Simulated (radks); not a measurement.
Q: Ta+, 72 electrons, occupied as [Xe] 4f14 5d3 7s1 (not the ground configuration). Method: scalar-relativistic Kohn-Sham, TASK exchange with Perdew-Wang LDA correlation, spin-polarised, spherical densities, finite nucleus; open shells are filled with parallel spins first (spin-orbit coupling, left out, can overturn this in heavy ions); meta-GGA in the generalised Kohn-Sham scheme; Fermi nuclear charge, rms radius 5.3507 fm; computed with a radial shooting solver on a logarithmic mesh with Libxc functionals. Some entries of the table are withheld. Estimate them.

| orbital | occ. | eigenvalue (hartree) | r(max) (bohr) |
|---|---|---|---|
| 1s down | 1 | -2478.845 | 0.01168 |
| 1s up | 1 | -2478.845 | 0.01168 |
| 2s up | 1 | -427.4284 | 0.06688 |
| 2s down | 1 | -427.4214 | 0.06688 |
| 2p up | 3 | -374.6450 | 0.05477 |
| 2p down | 3 | -374.6398 | 0.05477 |
| 3s up | 1 | -98.61261 | 0.1887 |
| 3s down | 1 | -98.61217 | 0.1887 |
| 3p up | 3 | -82.85825 | 0.1866 |
| 3p down | 3 | -82.85760 | 0.1866 |
| 3d up | 5 | -64.39781 | 0.1520 |
| 3d down | 5 | -64.39441 | 0.1520 |
| 4s up | 1 | -20.63470 | 0.4294 |
| 4s down | 1 | -20.63240 | 0.4295 |
| 4p up | 3 | -15.43730 | 0.4500 |
| 4p down | 3 | -15.43551 | 0.4501 |
| 4d up | 5 | -8.74206 | 0.4619 |
| 4d down | 5 | -8.73917 | 0.4620 |
| 5s up | 1 | -3.22960 | 0.9933 |
| 5s down | 1 | -3.18374 | 0.9887 |
| 5p up | 3 | -1.96143 | 1.130 |
| 5p down | 3 | -1.87856 | 1.118 |
| 4f up | 7 | -1.31544 | (1) |
| 4f down | 7 | -1.30090 | (2) |
| 5d up | 3 | -0.53405 | 1.533 |
| 7s up | 1 | -0.19658 | 6.513 |

A: 
(1) 4f up r(max) (bohr): 0.4421
(2) 4f down r(max) (bohr): 0.4417
